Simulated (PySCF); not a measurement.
Geometry:
```
atom   x (Å)   y (Å)   z (Å)
 Si1  -0.004   0.483   0.282
  H2   0.065   0.719   1.764
  C3   1.715   0.077  -0.344
  H4   1.699  -0.136  -1.424
  H5   2.142  -0.798   0.170
  H6   2.399   0.925  -0.175
  C7  -0.727   1.961  -0.593
  H8  -1.753   2.156  -0.246
  H9  -0.761   1.788  -1.680
 H10  -0.123   2.863  -0.408
 O11  -1.056  -0.786  -0.006
 C12  -0.926  -2.056   0.559
 H13  -0.021  -2.585   0.203
 H14  -1.800  -2.665   0.277
 H15  -0.882  -2.022   1.664
```

PySCF 2.14 calculation with coordinates at the PBE0-D3(BJ)/def2-SVP level and GIAO B3LYP/pcSseg-1 shieldings; no solvent, one conformer, relativity neglected, one averaged value for each set of equivalent atoms.

Shifts are taken against calculated references (same method and geometry level): 13C and 1H and 29Si against TMS; H2O for 17O.

| atoms | nucleus | count | δ (ppm) |
| --- | --- | --- | --- |
| H2 | 1H | 1 | 4.76 |
| C12 | 13C | 1 | ? |
| Si1 | 29Si | 1 | 6.8 |
| H13/H14/H15 | 1H | 3 | 3.61 |
| C3/C7 | 13C | 2 | ? |
| O11 | 17O | 1 | 20.4 |
| H4/H5/H6/H8/H9/H10 | 1H | 6 | 0.13 |

Complete the table.

Results:


- C12: 53.6 ppm, carbon bonded to O, 3 H
- C3/C7: -2.0 ppm, carbon bonded to Si, 3 H

Shifts are as computed. Against solution values, carbons near 30 ppm lie about +2 ppm off and those near 130 ppm about +6 ppm. Of 1309 compounds with measured shifts, 239 miss one by over three times the rms of a fit or turn the order of signals round; such compounds aren't used in these exercises. Experimental scales use liquid or dissolved standards, which lie at an offset from isolated H2O (liquid H2O: subtract about 36 ppm).
